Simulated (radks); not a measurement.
Species: Pm+. Configuration: [Xe] 4f4 6s2 (not the ground configuration). All-electron calculation, scalar-relativistic Kohn-Sham, PBE, spin-unpolarised, spherical densities, point nucleus. Program: a radial shooting solver on a logarithmic mesh with Libxc functionals.

Local quantities along the radius. ELF = 1/(1 + alpha^2) is the electron localisation function; alpha = (tau - tau_W)/tau_unif compares the Pauli kinetic energy density with that of the uniform gas. tau is taken from the large components.

```
   r/bohr * ELF (the largest magnitude, 0.999, reaches the edge; | marks zero)
 0.001763 |                                                      *
 0.002053 |                                                      *
  0.00239 |                                                      *
 0.002782 |                                                      *
 0.003239 |                                                      *
  0.00377 |                                                      *
 0.004389 |                                                      *
  0.00511 |                                                      *
 0.005949 |                                                      *
 0.006925 |                                                      *
 0.008062 |                                                      *
 0.009311 |                                                      *
  0.01084 |                                                     *
  0.01262 |                                                    *
  0.01469 |                                                   *
   0.0171 |                                                *
  0.01991 |                                         *
  0.02318 |                                *
  0.02698 |                       *
  0.03141 |                  *
  0.03657 |                 *
  0.04257 |                      *
  0.04956 |                             *
   0.0577 |                                    *
  0.06717 |                                        *
  0.07819 |                                       *
  0.09103 |                                  *
    0.106 |                        *
   0.1234 |                  *
   0.1436 |                   *
   0.1672 |                            *
   0.1946 |                                     *
   0.2266 |                                        *
   0.2638 |                                     *
   0.3071 |                        *
   0.3575 |           *
   0.4162 |              *
   0.4845 |                             *
   0.5641 |                                       *
   0.6567 |                                       *
   0.7645 |                               *
     0.89 |                    *
    1.036 |               *
    1.197 |                    *
    1.393 |                              *
    1.622 |                                   *
    1.888 |                              *
    2.198 |                 *
    2.559 |        *
    2.979 |        *
    3.467 |                      *
    4.037 |                                           *
    4.699 |                                                    *
    5.471 |                                                      *
    6.369 |                                                      *
    7.414 |                                                      *
    8.632 |                                                      *
    10.05 |                                                      *
```

On this mesh the ELF has minima near r = 0.037, 0.12, 0.36, 1.0, 2.6 bohr, which separate the shells, and maxima near 0.067 (0.74), 0.23 (0.75), 0.56 (0.72), 1.6 (0.65).
